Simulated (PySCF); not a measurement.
# AlBi⁺ at PBE

Level: PBE. basis Al cc-pV(D+d)Z, Bi cc-pVDZ-PP with ECP60; scalar-relativistic core potentials; PySCF 2.14.

| Quantity | Value |
| --- | --- |
| state | ⁴Σ⁻ (quartet), unpaired electrons σ ↑, π ↑↑ |
| bond length | 2.875 Å |
| harmonic wavenumber | 182 cm⁻¹ |
| force constant | 0.468 mdyn/Å |
| rotational constant Be | 0.08535 cm⁻¹ |
| anharmonicity ωexe | 1.43 cm⁻¹ |
| vibration–rotation constant αe | 0.000759 cm⁻¹ |
| bond order (Mayer) | 1.06 |
| dipole moment (positive dipole points towards Bi; it is taken about the centre of mass and depends on that origin) | -6.18 D |

These are scalar-relativistic numbers at best; spin–orbit coupling would shift them, the dissociation energy most. The state was picked by a PBE0 search and need not be the measured ground state.
